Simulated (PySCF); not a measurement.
Compound: C₇H₁₀F₂.
Bonds: F1–C2, C2–F3, C2–C4, C4–C5, C5–C6 (double), C6–C7, C7–C8, C8–C9, C5–C9. Hydrogens: H10 on C2; H11, H12 on C4; H13 on C6; H14, H15 on C7; H16, H17 on C8; H18, H19 on C9.

Probes without a nucleus sit at each ring's centroid and 1 Å off its mean plane on both sides; NICS is minus the shielding there, NICSzz its component along the normal. Level: GIAO PBE0/pcSseg-1 (PySCF, non-relativistic, gas phase) on the GFN2-xTB geometry, one conformer.

Ring bond lengths (Å), with Mayer bond orders in brackets: C5–C6 1.325 (1.85), C6–C7 1.498 (1.03), C7–C8 1.539 (1.04), C8–C9 1.537 (1.02), C9–C5 1.505 (1.01).

Problem. What do the NICS probes read (ppm)?

Solution. 
| ring | type | NICS(0) | NICS(1), two faces | NICS(1)zz, two faces | rms pucker (Å) | centre to ring atoms, mean (Å) |
| --- | --- | --- | --- | --- | --- | --- |
| C5–C6–C7–C8–C9 | 5-membered carbocycle; formal bonds 1 double, 4 single | -2.2 | -3.3 / -2.4 | -3.1 / -1.6 | 0.08 | 1.25 |

Problem. What can be read from them?

Solution. 
- C5–C6–C7–C8–C9: mean NICS(1)zz -2.3 ppm, near zero. C7, C8, C9 have four or more neighbours, and the NICS criterion for π rings isn't applied.

Problem. How shielded are the nuclei of the rings and their hydrogens (means over atoms taken as equivalent)?

Solution. 
| atoms | environment | σ isotropic (ppm) | principal values of the symmetric part, first atom (ppm) |
| --- | --- | --- | --- |
| C5 | fully substituted alkene carbon | 41.5 | -67.8, 56.2, 136.1 |
| C6 | alkene CH carbon | 49.9 | -49.4, 68.3, 130.8 |
| C7 | allylic carbon | 149.6 | 124.4, 153.7, 170.8 |
| C8 | ring CH2 carbon | 160.7 | 131.9, 174.3, 175.8 |
| C9 | allylic carbon | 146.7 | 120.5, 148.8, 170.8 |
| H13 | vinylic hydrogen | 25.91 | 24.2, 25.0, 28.5 |
| H14 (×2) | methylene hydrogen | 29.16 | 24.8, 27.1, 35.7 |
| H16 (×2) | methylene hydrogen | 29.73 | 25.2, 27.8, 36.1 |
| H18 (×2) | methylene hydrogen | 29.19 | 24.5, 29.4, 34.3 |

Hardware: one thread of an Arm Neoverse N1, no GPU, shared host with 64 logical CPUs at a one-minute load of 59. Cost: 79 s wall (with the writing of density and orbital grids), 0.91 GiB resident at most. This is the whole shielding run at PBE0/pcSseg-1, SCF included.
